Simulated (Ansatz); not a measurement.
**Energy profile**

The step: SiNH₄Cl ([NH2][SiH2][Cl]) + SiH₄ → Si₂NH₇ ([NH2][SiH2][SiH3]) + HCl; bonds formed: Si1–Si7, Cl2–H6; bonds broken: Si1–Cl2, H6–Si7 (atoms numbered as in the saddle structure below).

```xyz
12
angstrom
Si -0.8796 -0.1907 0.2068
Cl 0.3778 -2.1627 -1.0983
H -1.9173 -0.4587 -0.8001
H -1.1353 1.1727 0.7825
N -0.6308 -1.1357 1.5755
H 0.4978 -0.4570 -0.8479
Si 0.9622 1.2295 -0.8749
H -0.2844 -2.0779 1.5070
H -0.5512 -0.7184 2.4870
H 1.5574 1.7396 0.3823
H 2.0130 0.8753 -1.8609
H -0.0097 2.1841 -1.4592
```

Electronic energies by CCSD(T) at an estimated basis limit (MP2 extrapolated from triple and quadruple zeta, plus CCSD(T) − MP2 in triple zeta), on PBE0-D4/def2-TZVP structures; Si$_{2}$NH$_{8}$Cl, singlet; no counterpoise correction. Ansatz 0.2.0; basis: def2-TZVPP and def2-QZVPP; cores frozen in the correlated methods. Extrapolation: Hartree–Fock as exp(−7.88 √X), correlation as X^−2.97.

(1) Give the profile in kJ/mol, counted from the separated reactants. (Judge from chemistry; the value comes from the calculation.)

T1 diagnostic: at most 0.014.

## Answers

(1) The calculation gives:
```json
{"point": "separated: SiNH$_{4}$Cl (linked as [NH2][SiH2][Cl]; Si1, Cl2, H3, H4, N5, H8, H9; singlet) + SiH$_{4}$ (H6, Si7, H10, H11, H12; singlet)", "kJ/mol": "0.0"}
{"point": "start structure", "kJ/mol": "-6.7"}
{"point": "saddle", "kJ/mol": "234.3"}
{"point": "end structure", "kJ/mol": "109.5"}
{"point": "separated: Si$_{2}$NH$_{7}$ (linked as [NH2][SiH2][SiH3]; Si1, H3, H4, N5, Si7, H8, H9, H10, H11, H12; singlet) + HCl (Cl2, H6; singlet)", "kJ/mol": "120.6"}
```

For scale, one of the runs: CCSD(T)/def2-TZVPP, 269 basis functions, launched by `ansatz run in.yaml --threads 4 --pin off --events-out ev --progress --plain --max-ram 9574MiB`. The run took 2.9 min on 4 CPU threads of an Intel Xeon (shared host), with 6.3 GiB of host memory at its peak.
